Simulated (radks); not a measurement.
Pb+, configuration [Xe] 4f14 5d10 6p1 5f2 (not the ground configuration). Calculated with a radial shooting solver on a logarithmic mesh with Libxc functionals: Dirac Kohn-Sham, PBE, spin-unpolarised, spherical densities, finite nucleus; open shells are shared between the two j in proportion to 2j + 1; Fermi nuclear charge, rms radius 5.5012 fm.

X-ray form factor f0, the Fourier transform of the density (f0(0) = 81):

| sin(theta)/lambda (1/angstrom) | f0 (electrons) |
|---|---|
| 0.05 | 79.183 |
| 0.1 | 76.193 |
| 0.15 | 73.040 |
| 0.2 | 69.474 |
| 0.25 | 65.695 |
| 0.3 | 61.922 |
| 0.4 | 54.902 |
| 0.5 | 48.931 |
| 0.6 | 43.993 |
| 0.8 | 36.285 |
| 1 | 30.255 |
| 1.25 | 24.317 |
| 1.5 | 20.056 |
| 2 | 15.327 |
